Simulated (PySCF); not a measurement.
A calculated (UHF, PySCF 2.14, def2-TZVP, the non-relativistic Hamiltonian (point nucleus)) atom or ion has these occupied shells.

```json
{"shell": "1s α", "electrons": "1", "orbital energy (eV)": "-140.38", "rms radius, mean of both spins (bohr)": "0.482"}
{"shell": "1s β", "electrons": "1", "orbital energy (eV)": "-139.28", "rms radius, mean of both spins (bohr)": "0.482"}
{"shell": "2s α", "electrons": "1", "orbital energy (eV)": "-18.124", "rms radius, mean of both spins (bohr)": "2.47"}
```

**Question.** Name the element and its charge.

**Answer.** Be⁺ (beryllium, charge +1), in [He] 2s1, 2S determinant.
